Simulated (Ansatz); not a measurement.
Reaction (cleavage of the P–Si bond): `[OH][AlH][SiH2]P` + `N=C=O` → `O=C=NP` + `[OH][AlH][SiH3]`

Isolated molecules relaxed with PBE0-D4/def2-TZVP in Ansatz; ΔE leaves out vibrations. CBS: MP2 limit from def2 TZ/QZ plus the TZ coupled-cluster correction, frozen cores. This one scheme is used for every species. Functionals use def2-TZVPP. B3LYP here is the variant with VWN-RPA as its local correlation; programs differ in this. Each species was taken in one conformer, which may not be the lowest.

Is it downhill or uphill in electronic energy at CCSD(T)/CBS, and by how much? (An estimate is asked.)

Ansatz gave: Uphill: ΔE = +0.38 eV.

What do these levels give: BHLYP-D4, ωB97X-V, PBE-QIDH, B3LYP, HF/def2-SVP, CCSD(T)/def2-TZVPP? (Estimate.)

Ansatz gave: BHLYP-D4 0.27, ωB97X-V 0.31, PBE-QIDH 0.38, B3LYP 0.27, HF/def2-SVP 0.14, CCSD(T)/def2-TZVPP 0.36 eV.

What do rigid-rotor, harmonic-oscillator terms from PBE0-D4/def2-TZVP frequencies (298.15 K, 1 bar) make of the CCSD(T)/CBS value? (Estimate.)

The calculation gave: ΔZPE = -0.03 eV, ΔH = +0.34 eV, ΔS = 9 J/(mol·K), ΔG = +0.32 eV. Modes under 50 cm⁻¹ make the entropy rough.

Largest T1 diagnostic among the species: 0.018.

In def2-TZVPP, CCSD(T) changes the Hartree–Fock value by +0.24 eV (the triples alone add +0.04 eV) and MP2 by +0.23 eV. At CCSD(T), def2-SVP lies −0.07 eV from the extrapolated value and def2-TZVPP −0.02 eV. The D4 term adds +0.05 eV with B3LYP and +0.03 eV with PBE0; it sums over pairs of atoms, weighted by their polarisabilities, and B3LYP, whose exchange is more repulsive, gets the larger term.
